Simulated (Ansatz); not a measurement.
```yaml
crystal:
  periodic: [false, false, false]
  atoms:
    - {symbol: C, position_ang: [-0.008985, 0.823404, -1.589968]}
    - {symbol: B, position_ang: [0.526271, 0.166700, -0.224716]}
    - {symbol: C, position_ang: [1.753887, -0.858493, -0.365028]}
    - {symbol: N, position_ang: [-0.767644, -0.689274, 0.421968]}
    - {symbol: Si, position_ang: [-1.413271, 0.406790, 1.684032]}
    - {symbol: H, position_ang: [-0.896735, 1.456058, -1.462932]}
    - {symbol: H, position_ang: [0.760237, 1.464625, -2.030810]}
    - {symbol: H, position_ang: [-0.252111, 0.067323, -2.349717]}
    - {symbol: H, position_ang: [0.727306, 1.015823, 0.648992]}
    - {symbol: H, position_ang: [2.646052, -0.341298, -0.731473]}
    - {symbol: H, position_ang: [1.547371, -1.664672, -1.082213]}
    - {symbol: H, position_ang: [2.042988, -1.329210, 0.583588]}
    - {symbol: H, position_ang: [-0.432195, -1.566230, 0.810170]}
    - {symbol: H, position_ang: [-1.432467, -0.921135, -0.310187]}
    - {symbol: H, position_ang: [-1.671840, 1.724755, 1.076605]}
    - {symbol: H, position_ang: [-2.701315, -0.173118, 2.163057]}
    - {symbol: H, position_ang: [-0.446546, 0.417552, 2.798733]}
basis:
  gaussian: {orbitals: def2-TZVP, point_charges: [{charge: 0.50, position_ang: [6.956, -0.609, 0.719]}]}
hamiltonian: {xc: {name: HF}}
correlation: {method: ccsd, electrons: all, diis_vectors: 2}
```

```sh
$ ansatz run in.yaml --threads 4 --pin off --events-out ev --progress --plain --max-ram 11315MiB
```

Output, abridged:

```
Functional definition: HF
1597 factors; integrals over basis functions are off by at most 1.3e-3 eV
mean field evaluation 1: about -12263.2608 eV, gradient 4.6e1 eV
mean field evaluation 2: about -12263.4354 eV, gradient 4.6e1 eV
mean field evaluation 4: about -12269.2033 eV, gradient 4.5e0 eV
mean field evaluation 8: about -12269.2832 eV, gradient 2.8e-1 eV
mean field -12269.28355034 eV, -450.8878540561 hartree, gradient 1.6e-6 eV, S^2 0.000000; 0 other end points of the search recorded, 0 dependent functions left out
reference -12269.28355034 eV, -450.8878540561 hartree; 25, 25 occupied and 208, 208 virtual orbitals, 1597 factors
second order -26.80859931 eV of doubles, -0.00000000 eV of singles
cycle   1  -28.15840883 eV  change    -1.3e0 eV  update   9.8e-2
cycle   2  -28.82143073 eV  change   -6.6e-1 eV  update   2.8e-2
cycle   3  -28.89637040 eV  change   -7.5e-2 eV  update   1.0e-2
cycle   4  -28.89431045 eV  change    2.1e-3 eV  update   2.5e-3
cycle   5  -28.89310141 eV  change    1.2e-3 eV  update   1.0e-3
cycle   6  -28.89096402 eV  change    2.1e-3 eV  update   3.3e-4
cycle   7  -28.89033461 eV  change    6.3e-4 eV  update   1.3e-4
cycle   8  -28.89003048 eV  change    3.0e-4 eV  update   5.1e-5
cycle   9  -28.88994326 eV  change    8.7e-5 eV  update   2.2e-5
cycle  10  -28.88991380 eV  change    2.9e-5 eV  update   9.7e-6
Total energy: -12298.17346414 eV, -451.9495388058 hartree
```

It took 100 s on 4 threads of an Arm Neoverse V2 on a shared host, with 5.5 GiB of host memory at the peak.
